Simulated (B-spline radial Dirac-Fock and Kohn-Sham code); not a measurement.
Successive ionisation energies of chromium: Dirac-Fock against NIST

Level of theory: Dirac-Fock ΔSCF + Breit + QED; a radial B-spline solver. Each value is the difference of the configuration-average energies of two neighbouring ions in their tabulated ground configurations. The model has no electron correlation. NIST's values refer to the lowest levels; many for high charge states are themselves semi-empirical or theoretical. Where a p, d or f shell is open in either ion the computed value averages over both j values and all terms, while the table refers to the lowest levels; that difference holds spin-orbit splitting (largest in heavy or highly charged ions), term energies where several electrons share open shells, and correlation, and it can reach 10 % or more.

```csv
ion,configuration,computed (eV),NIST (eV),kind,NIST − computed (eV)
Cr,[Ar] 3d5 4s1,5.63,6.76651,measured,+1.14
Cr⁺,[Ar] 3d5,13.47,16.48631,measured,+3.02
Cr²⁺,[Ar] 3d4,28.75,30.959 ± 0.025,measured,+2.20
Cr³⁺,[Ar] 3d3,46.77,49.16 ± 0.05,semi-empirical,+2.39
Cr⁴⁺,[Ar] 3d2,67.10,69.46 ± 0.04,semi-empirical,+2.36
Cr⁵⁺,[Ar] 3d1,89.53,90.6349,measured,+1.11
Cr⁶⁺,[Ne] 3s2 3p6,159.4,160.29 ± 0.06,semi-empirical,+0.86
Cr⁷⁺,[Ne] 3s2 3p5,184.8,184.76 ± 0.15,semi-empirical,-0.04
Cr⁸⁺,[Ne] 3s2 3p4,211.2,209.5 ± 0.3,semi-empirical,-1.66
Cr⁹⁺,[Ne] 3s2 3p3,238.5,244.5 ± 0.5,semi-empirical,+6.02
Cr¹⁰⁺,[Ne] 3s2 3p2,266.8,270.8 ± 0.5,semi-empirical,+4.04
Cr¹¹⁺,[Ne] 3s2 3p1,296.0,296.7 ± 0.6,semi-empirical,+0.73
Cr¹²⁺,[Ne] 3s2,351.5,354.7 ± 0.3,semi-empirical,+3.19
Cr¹³⁺,[Ne] 3s1,383.5,384.163 ± 0.006,semi-empirical,+0.63
Cr¹⁴⁺,[He] 2s2 2p6,1012.5,1011.6 ± 0.5,semi-empirical,-0.87
Cr¹⁵⁺,[He] 2s2 2p5,1102.2,1097.2 ± 1.4,semi-empirical,-4.96
```

Question: Where in this range is the largest relative jump, and why?

Answer: From Cr¹³⁺ (383.5 eV) to Cr¹⁴⁺ (1012.5 eV), a factor of 2.64. The configuration goes from [Ne] 3s1 to [He] 2s2 2p6, so the next electron comes out of a deeper subshell.
